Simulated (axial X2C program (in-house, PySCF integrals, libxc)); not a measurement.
# Curves of AgF⁻ from open-shell CI on d10 s1 p(π)0

Calculated with an axial X2C code built on PySCF integrals: two-component X2C with atomic mean-field Coulomb and Gaunt terms, basis Ag dyall-v3z, F dyall-av3z (cores contracted in-house). Orbitals come from Hartree–Fock averaged over the configuration Ag d10 s1 p(π)0; CI then distributes these electrons over the d, s, p(π) shells of Ag.

Scan along the bond; masses Ag 106.905 u, F 18.998 u. Energies in cm⁻¹ from the lowest point; levels are followed by energy order within each Ω. Lowest level at 2.167 Å: 100% d10 s1.

```json
{"R (Å)": "2.015", "(1)Ω=1/2": "790", "(2)Ω=1/2": "15260", "(1)Ω=3/2": "15354"}
{"R (Å)": "2.091", "(1)Ω=1/2": "154", "(2)Ω=1/2": "15105", "(1)Ω=3/2": "15206"}
{"R (Å)": "2.167", "(1)Ω=1/2": "0", "(2)Ω=1/2": "15436", "(1)Ω=3/2": "15544"}
{"R (Å)": "2.254", "(1)Ω=1/2": "209", "(2)Ω=1/2": "16199", "(1)Ω=3/2": "16317"}
{"R (Å)": "2.340", "(1)Ω=1/2": "665", "(2)Ω=1/2": "17182", "(1)Ω=3/2": "17309"}
{"R (Å)": "2.438", "(1)Ω=1/2": "1349", "(2)Ω=1/2": "18452", "(1)Ω=3/2": "18590"}
{"R (Å)": "2.557", "(1)Ω=1/2": "2279", "(2)Ω=1/2": "20061", "(1)Ω=3/2": "20213"}
```

(1) Fit the curves (1)Ω=1/2, (2)Ω=1/2, (1)Ω=3/2 near their minima.

Dynamic correlation is missing, so gaps between terms are too wide and other configurations may lie lower; the lowest level listed is that of this model, not necessarily the ground state. For d shells the ligand-field splittings (σ, π, δ) and their order can be off by a thousand cm⁻¹ or more. At most 4 roots were kept for each Ω > 0 (twice that for Ω = 0) within 3.2 eV of the lowest, so higher up levels can be missing between those listed; levels with Ω > 0 are doubly degenerate and listed once, Ω = 0 levels singly. States that fill the shells left empty in the average are placed too high. For an anion, levels above electron detachment are held by the basis set.

Results:

(1) From the open-shell CI curves, Te from the lowest:

```tsv
level	Te (cm⁻¹)	Re (Å)	ωe (cm⁻¹)
(1)Ω=1/2	0	2.160	344.4
(2)Ω=1/2	15091	2.073	439.4
(1)Ω=3/2	15190	2.072	440.9
```

Without dynamic correlation distances can be off by several hundredths of an Å (long for ionic bonds, short for multiple bonds) and the wavenumbers are rough.
